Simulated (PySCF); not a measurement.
B(Br)(vinyl)(OH) (C2H4BBrO), SMILES C=CB(O)Br. Atoms are numbered in the order given.

```xyz
9

B     -0.3187     0.5690     0.0000
Br     0.1920    -1.3230     0.0000
C      0.7828     1.6598     0.0000
C      0.4813     2.9688     0.0000
H      1.8363     1.3606     0.0000
H      1.2518     3.7474     0.0000
H     -0.5595     3.3096     0.0000
O     -1.6273     0.8924     0.0000
H     -2.2220     0.1313     0.0000
```
Charge 0, spin multiplicity 1.

Geometry: B3LYP-D3(BJ)/def2-SVP. This is a generated structure with no PubChem entry under its InChIKey; it may be hypothetical. Other conformers were not sampled.

Two levels are set side by side: PBE/pcSseg-1 (PySCF) and B3LYP/pcSseg-1 (PySCF). GIAO shifts against BF3 (¹¹B), H2O (¹⁷O), TMS (¹H), TMS (¹³C) at the same level; non-relativistic, no solvent, atoms listed together averaged. Without spin–orbit terms, shifts of atoms bonded to Cl or Br come out too high at both levels. Differences are taken from unrounded values.

```
quantity              PBE
------------------  -----
δ(¹¹B) of B1 (ppm)   28.3
δ(¹³C) of C3 (ppm)  143.9
δ(¹³C) of C4 (ppm)  147.4
δ(¹H) of H5 (ppm)    6.63
δ(¹⁷O) of O8 (ppm)  197.5
δ(¹H) of H9 (ppm)    5.81
```

These are the PBE values. What does B3LYP give? (Estimate from the structure and the level; the computed values follow.)


```csv
quantity,B3LYP,PBE minus B3LYP
δ(¹¹B) of B1 (ppm),30.8,-2.5
δ(¹³C) of C3 (ppm),144.4,-0.5
δ(¹³C) of C4 (ppm),150.1,-2.7
δ(¹H) of H5 (ppm),6.48,0.15
δ(¹⁷O) of O8 (ppm),185.5,12.0
δ(¹H) of H9 (ppm),5.63,0.18
```

Rough cost on one machine, each run with all the roots and properties that it gave: B3LYP against PBE within a factor of 2.
